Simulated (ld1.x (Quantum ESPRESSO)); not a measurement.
What one change does to a pseudopotential (platinum, TM)

- Element: platinum (Pt)
- Generator: ld1.x (Quantum ESPRESSO) 7.5
- Type: norm-conserving Troullier–Martins (Kleinman–Bylander form)
- Functional: PBE
- Relativity: scalar-relativistic
- Frozen core: [Xe] 4f14
- Valence charge: 10
- Reference configuration: 5d8 6s2 6p0
- Partial waves: 6s (bound): rc 2.40 bohr; 6p (bound, empty): rc 2.30 bohr; 5d (bound): rc 1.95 bohr
- Local potential: all-electron potential smoothed inside 2.30 bohr (lloc = -2)
- Core correction: a·sin(br)/r model core inside 2.05 bohr

Change: wave 6s (bound): rc 2.40 bohr becomes 6s (bound): rc 2.02 bohr.

Cutoffs: the cutoffs (Ry, on a coarse ladder) from which the occupation-weighted sum of valence levels, in a spherical-Bessel basis at the reference potential, stays within 10 and 1 mRy of its value at 400 Ry; they do not see the model core or the augmentation charge, which bear on the density cutoff. Errors are all-electron minus pseudo energies relative to the spin-unpolarised reference configuration.

**Question.** How do hardness, ghosts and transferability respond?

**Answer.** The potential gets neither clearly harder nor softer (40 Ry and 50 Ry → 40 Ry and 55 Ry); the errors of the 7 common tests hardly move; neither file shows a bound ghost.

| quantity | base | changed |
| --- | --- | --- |
| cutoff, loose | 40 Ry | 40 Ry |
| cutoff, tight | 50 Ry | 55 Ry |
| bound ghosts | none | none |
| error for 5d9 6s1 6p0, meV [ΔE -1.00 eV] | -55 | -49 |
| error for 5d9 6s0 6p0, meV [ΔE 8.19 eV] | -105 | -93 |
| error for 5d8 6s0 6p0, meV [ΔE 28.15 eV] | -45 | -39 |
| error for 5d9 6s0.5 6p0, meV [ΔE 2.69 eV] | -78 | -69 |
| error for 5d6 6s0 6p0, meV [ΔE 106.02 eV] | -386 | -407 |
| error for 5d10 6s0 6p0, meV [ΔE -1.02 eV] | -190 | -174 |
| error for 5d8 6s1 6p0, meV [ΔE 10.16 eV] | -10 | -8.7 |
